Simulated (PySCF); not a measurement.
CH4AlClOSe, SMILES C[O][Al]([Cl])[SeH].

Geometry: PBE-D3(BJ)/def2-SVP. The structure was generated by enumeration; whether it is a known compound was not checked. The values are those of a single conformer.

Computed with PBE-D3(BJ)/def2-SVP run with PySCF.

Frequencies are harmonic and unscaled.

Q: Estimate the vibrational spectrum. (An estimate is asked for; the answer gives what the named calculation found.)

A: 
```json
[
 {"mode": "1", "ν (cm⁻¹)": "73", "IR (km/mol)": "2.9", "moving atoms (share of kinetic energy)": "C 40 %, Cl 23 %, H 21 %, Se 8 %"},
 {"mode": "2", "ν (cm⁻¹)": "79", "IR (km/mol)": "0.5", "moving atoms (share of kinetic energy)": "H 68 %, O 13 %, C 11 %"},
 {"mode": "3", "ν (cm⁻¹)": "86", "IR (km/mol)": "1.5", "moving atoms (share of kinetic energy)": "H 52 %, O 27 %, C 11 %"},
 {"mode": "4", "ν (cm⁻¹)": "106", "IR (km/mol)": "5.1", "moving atoms (share of kinetic energy)": "Cl 43 %, Se 18 %, Al 16 %, O 10 %"},
 {"mode": "5", "ν (cm⁻¹)": "202", "IR (km/mol)": "37.7", "moving atoms (share of kinetic energy)": "Al 62 %, O 19 %, H 10 %"},
 {"mode": "6", "ν (cm⁻¹)": "206", "IR (km/mol)": "10.8", "moving atoms (share of kinetic energy)": "O 47 %, Se 25 %, C 14 %, H 9 %"},
 {"mode": "7", "ν (cm⁻¹)": "222", "IR (km/mol)": "0.3", "moving atoms (share of kinetic energy)": "H 89 %"},
 {"mode": "8", "ν (cm⁻¹)": "334", "IR (km/mol)": "14.1", "moving atoms (share of kinetic energy)": "Cl 32 %, O 27 %, Al 19 %, Se 17 %"},
 {"mode": "9", "ν (cm⁻¹)": "537", "IR (km/mol)": "90.4", "moving atoms (share of kinetic energy)": "Al 46 %, H 32 %, Cl 20 %"},
 {"mode": "10", "ν (cm⁻¹)": "599", "IR (km/mol)": "46.7", "moving atoms (share of kinetic energy)": "H 62 %, Al 24 %"},
 {"mode": "11", "ν (cm⁻¹)": "738", "IR (km/mol)": "67.5", "moving atoms (share of kinetic energy)": "Al 51 %, C 21 %, O 18 %, H 9 %"},
 {"mode": "12", "ν (cm⁻¹)": "1140", "IR (km/mol)": "52.9", "moving atoms (share of kinetic energy)": "H 68 %, C 22 %, O 10 %"},
 {"mode": "13", "ν (cm⁻¹)": "1145", "IR (km/mol)": "0.0", "moving atoms (share of kinetic energy)": "H 77 %, C 19 %"},
 {"mode": "14", "ν (cm⁻¹)": "1204", "IR (km/mol)": "344.3", "moving atoms (share of kinetic energy)": "O 55 %, C 32 %, H 9 %"},
 {"mode": "15", "ν (cm⁻¹)": "1422", "IR (km/mol)": "1.5", "moving atoms (share of kinetic energy)": "H 97 %"},
 {"mode": "16", "ν (cm⁻¹)": "1425", "IR (km/mol)": "2.1", "moving atoms (share of kinetic energy)": "H 96 %"},
 {"mode": "17", "ν (cm⁻¹)": "1430", "IR (km/mol)": "19.8", "moving atoms (share of kinetic energy)": "H 89 %, C 9 %"},
 {"mode": "18", "ν (cm⁻¹)": "2360", "IR (km/mol)": "5.5", "moving atoms (share of kinetic energy)": "H 99 %"},
 {"mode": "19", "ν (cm⁻¹)": "2921", "IR (km/mol)": "109.1", "moving atoms (share of kinetic energy)": "H 97 %"},
 {"mode": "20", "ν (cm⁻¹)": "3001", "IR (km/mol)": "35.7", "moving atoms (share of kinetic energy)": "H 90 %, C 10 %"},
 {"mode": "21", "ν (cm⁻¹)": "3008", "IR (km/mol)": "32.2", "moving atoms (share of kinetic energy)": "H 90 %, C 10 %"}
]
```
